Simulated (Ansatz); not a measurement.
Total energies of PPPSb tetrahedron (SbP₃) from Ansatz at r2SCAN-D4/def2-TZVP, gas phase (1 Eh = 27.2114 eV = 2625.5 kJ/mol). The reference geometry is relaxed at PBE0-D4/def2-SVP.

```xyz
4

P    -1.106    0.166    0.827
P     1.070    0.567    0.684
P     0.250   -1.368   -0.023
Sb   -0.214    0.635   -1.488
```

```
                 state   geometry  energy (Eh)
      charge 0 singlet  reference  -1264.44601
      charge 1 doublet  reference  -1264.12049
 free P atom (quartet)          –   -341.23792
free Sb atom (quartet)          –   -240.31016
```

In the def2 sets Sb takes a core potential; there is no spin–orbit coupling.

(1) Work out the vertical ionisation energy to the doublet.

(2) What is the binding energy per atom against free atoms?

(1) E(charge 1 doublet) − E(charge 0 singlet) = -1264.12049 − (-1264.44601) = 0.32552 Eh = 8.86 eV. For comparison, −ε of the highest occupied level is 6.31 eV at this level, 2.55 eV less.

(2) Atoms: 3 × (-341.23792) + 1 × (-240.31016) = -1264.02392 Eh. Binding: -1264.02392 − (-1264.44601) = 0.42209 Eh = 11.49 eV, or 2.87 eV for each of 4 atoms (no zero-point energy, no counterpoise term).
